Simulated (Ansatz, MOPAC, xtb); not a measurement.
Diatomic BCl+, multiplicity 2 (lowest of 2S+1 = 2, 4 at CCSD(T)/def2-TZVPP on PBE0 minima; our sources give no spin for the ground state, which may be another).

Seven points along R, fitted to fifth degree in 1/R; most abundant isotopes. In def2 and cc sets the state is the lowest found near the PBE0 minimum, followed along R.

Codes used: Ansatz (Gaussian orbitals); MOPAC for PM6, PM7 (differences of heats of formation); xtb for the GFN methods. Each number belongs to the level named beside it. The GFN methods have no spin term and hold the electronic entropy of 300 K.

| level | r_e (Å) | ω_e (cm⁻¹) | α_e (cm⁻¹) | B_e (cm⁻¹) |
|---|---|---|---|---|
| PM6 | 1.636 | 957 | 0.0050 | 0.752 |
| PM7 | 1.621 | 851 | 0.0070 | 0.766 |
| GFN1-xTB | 1.593 | 1215 | 0.0080 | 0.794 |
| SVWN5/def2-TZVPP | 1.596 | 1139 | 0.0061 | 0.790 |
| PBE/def2-TZVPP | 1.608 | 1116 | 0.0062 | 0.779 |
| r2SCAN/def2-TZVPP | 1.600 | 1145 | 0.0060 | 0.786 |
| B97M-V/def2-TZVPP | 1.598 | 1145 | 0.0061 | 0.788 |
| B3LYP/def2-TZVPP | 1.600 | 1133 | 0.0062 | 0.786 |
| PBE0/def2-TZVPP | 1.596 | 1154 | 0.0060 | 0.790 |
| BHLYP/def2-TZVPP | 1.590 | 1167 | 0.0061 | 0.796 |
| CAM-B3LYP/def2-TZVPP | 1.592 | 1158 | 0.0061 | 0.794 |
| wB97X-V/def2-TZVPP | 1.598 | 1156 | 0.0060 | 0.789 |
| wB97M-V/def2-TZVPP | 1.597 | 1149 | 0.0061 | 0.790 |
| B2PLYP/def2-TZVPP | 1.599 | 1144 | 0.0061 | 0.787 |
| CCSD/aug-cc-pV(T+d)Z | 1.600 | 1149 | 0.0061 | 0.786 |
| CCSD/def2-TZVPP | 1.599 | 1154 | 0.0061 | 0.787 |
| CCSD/aug-cc-pV(Q+d)Z | 1.596 | 1155 | 0.0061 | 0.791 |
| CCSD/def2-QZVPP | 1.596 | 1156 | 0.0061 | 0.791 |
| CCSD(T)/aug-cc-pV(T+d)Z | 1.605 | 1134 | 0.0062 | 0.782 |
| CCSD(T)/def2-TZVPP | 1.604 | 1140 | 0.0061 | 0.783 |
| CCSD(T)/aug-cc-pV(Q+d)Z | 1.600 | 1141 | 0.0061 | 0.786 |
| CCSD(T)/def2-QZVPP | 1.600 | 1141 | 0.0061 | 0.786 |
| CCSD(T)/CBS(aug-cc-pV(T+d)Z, aug-cc-pV(Q+d)Z) | 1.598 | 1145 | 0.0061 | 0.788 |
| CCSD(T)/CBS(def2-TZVPP, def2-QZVPP) | 1.599 | 1143 | 0.0061 | 0.788 |

Cores are frozen in the correlated methods. CBS(a, b) extrapolates the correlation energy as X⁻³ and adds the Hartree–Fock energy of set b. The state that PM6, PM7 reach isn't checked; PM7 holds dispersion and hydrogen-bond terms.

Ansatz is a quantum-chemistry and plane-wave program.
